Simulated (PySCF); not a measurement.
## Dipole polarisabilities along the noble gases, charge +1

Calculated with PySCF 2.14 for the ground configurations, without spin-orbit coupling: coupled response for Hartree-Fock and DFT. Mean α in bohr³, C₆ of like pairs in atomic units.

```csv
species,α UHF,α PBE,C₆ UHF,C₆ PBE
"Ne⁺ [He] 2s2 2p5 (aug-cc-pCVQZ-DK, spin-free X2C)",1.245,1.404,2.142,2.481
"Ar⁺ [Ne] 3s2 3p5 (aug-cc-pCVQZ-DK, spin-free X2C)",6.790,7.080,30.46,32.02
"Kr⁺ [Ar] 3d10 4s2 4p5 (aug-cc-pwCVQZ-PP with ECP10MDF, ECP)",10.56,11.11,65.02,69.10
```

The values depend on the diffuse functions of the basis.
